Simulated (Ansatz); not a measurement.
Geometry optimisation, RKS PBE-D4/def2-SVP (Ansatz 0.2.0).

input.yaml

```yaml
crystal:
  periodic: [false, false, false]
  atoms:
    - { symbol: B, position_ang: [0.0, 0.0, 0.0] }
    - { symbol: Cl, position_ang: [0.0, 0.0, 2.21] }
    - { symbol: Cl, position_ang: [1.6108, 0.0, -0.93] }
    - { symbol: Cl, position_ang: [-1.6108, 0.0, -0.93] }
    - { symbol: H, position_ang: [0.0623, -1.4126, 0.4698] }
    - { symbol: H, position_ang: [0.0555, -1.258, 1.3665] }
basis:
  gaussian: { orbitals: def2-SVP }
hamiltonian:
  xc: pbe
  dispersion: d4
relax:
  f_tol: 0.15
  max_steps: 25
  restrain:
    - { distance: [0, 4], at: 1.19, k: 30.0 }
    - { distance: [5, 1], at: 1.37, k: 30.0 }
    - { distance: [0, 1], at: 3.06, k: 30.0 }
    - { distance: [5, 4], at: 1.86, k: 30.0 }
```

Run as:

```bash
$ ansatz run input.yaml --threads 1 --pin off --max-ram 2048MiB --backend cpu --events-out ev --progress --plain --runs-dir out
```

Question: Where does it end, and by what steps?

Answer: The forces met the threshold. The restraints hold the end off the free minimum. After 7 steps the energy has fallen by 1.998 eV (the restraints' own energy left out); B1 moved furthest, 0.68 Å.

```tsv
step	energy less start (eV)	largest force component (eV/Å)	accepted
0	0.0000	3.258	yes
1	-0.5215	4.061	yes
2	-1.2023	2.722	yes
3	-1.7347	1.006	yes
4	-1.9339	1.032	yes
5	-1.9732	1.024	yes
6	-1.9930	0.883	yes
7	-1.9976	0.841	yes
```

```xyz
6
Properties=species:S:1:pos:R:3
B 0.018 -0.497 -0.463
Cl 0.018 0.042 2.553
Cl 1.530 0.251 -0.918
Cl -1.515 0.212 -0.905
H 0.035 -1.577 0.060
H 0.031 -1.102 1.860
```

Time of the run: 17 s on 1 thread of Arm Neoverse V1, on a shared host, peak memory 0.14 GiB.
